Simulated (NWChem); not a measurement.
Molecule: CH₆GaNO; SMILES [CH3][Ga]([NH2])[OH]

```xyz
10

Ga    -0.0287     0.0161    -0.0241
C      0.2593    -1.9197     0.0195
H     -0.1723    -2.3945    -0.8750
H     -0.2230    -2.3663     0.9022
H      1.3323    -2.1579     0.0529
O     -1.6478     0.7896     0.0072
H     -2.3866     0.1766     0.0496
N      1.2736     1.2661    -0.1031
H      1.0753     2.2584    -0.1244
H      2.2658     1.0738    -0.1281
```
Atoms are numbered in this order, from 1.

Level: PBE0/def2-SVP (NWChem), optimised geometry, unscaled harmonic frequencies. 

**Question.** List the harmonic frequencies with IR intensities, and the thermochemistry.

**Answer.** 
| frequency (cm⁻¹) | IR intensity (km/mol) |
|---|---|
| 43 | 0.0 |
| 151 | 73.6 |
| 153 | 2.9 |
| 187 | 10.6 |
| 214 | 34.2 |
| 309 | 189.5 |
| 400 | 0.0 |
| 572 | 5.0 |
| 675 | 16.6 |
| 698 | 58.7 |
| 715 | 24.3 |
| 730 | 61.6 |
| 760 | 146.7 |
| 804 | 93.4 |
| 1223 | 11.4 |
| 1430 | 1.7 |
| 1432 | 3.1 |
| 1516 | 30.2 |
| 3064 | 3.7 |
| 3168 | 2.7 |
| 3178 | 3.9 |
| 3634 | 27.7 |
| 3746 | 33.3 |
| 3934 | 54.3 |

| Property | Result |
|---|---|
| zero-point energy | 46.8 kcal/mol |
| thermal correction to the enthalpy at 298.15 K (with zero-point energy) | 52.2 kcal/mol |
| heat capacity Cv | 24.7 cal/(mol K) |
| entropy at 298.15 K and 1 atm (symmetry number 1) | 85.1 cal/(mol K) |
| dipole moment | 1.72 D |

Rigid rotor and harmonic oscillator; modes under 100 cm⁻¹ make the entropy uncertain.
